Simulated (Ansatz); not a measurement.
The molecule LiN, multiplicity 3 (lowest of 2S+1 = 1, 3, 5 at CCSD(T)/def2-TZVPP on PBE0 minima; our sources give no spin for the ground state, which may be another).

D_e counts from the fitted minimum to each atom's lowest state at the same level, without counterpoise.

Correlated levels freeze the inner cores; with def2 sets outer-core shells near the valence are correlated too.

Codes used: Ansatz (an electronic-structure program) with Gaussian orbitals. 

The comparison value is 151.6 kJ/mol (CCSD(T)/def2-QZVPP). It is a level with limits of its own, not the exact answer.

Problem. Order these levels by how close they come to the comparison value for the bond energy D_e, closest first: B3LYP/def2-TZVPP, r2SCAN/def2-TZVPP, BHLYP/def2-TZVPP, B97M-V/def2-TZVPP, SVWN5/def2-TZVPP. Give each level's value less the comparison value.

Solution. BHLYP/def2-TZVPP (-0.5 kJ/mol), r2SCAN/def2-TZVPP (1.5 kJ/mol), B97M-V/def2-TZVPP (15.3 kJ/mol), B3LYP/def2-TZVPP (26.3 kJ/mol), SVWN5/def2-TZVPP (50.5 kJ/mol)
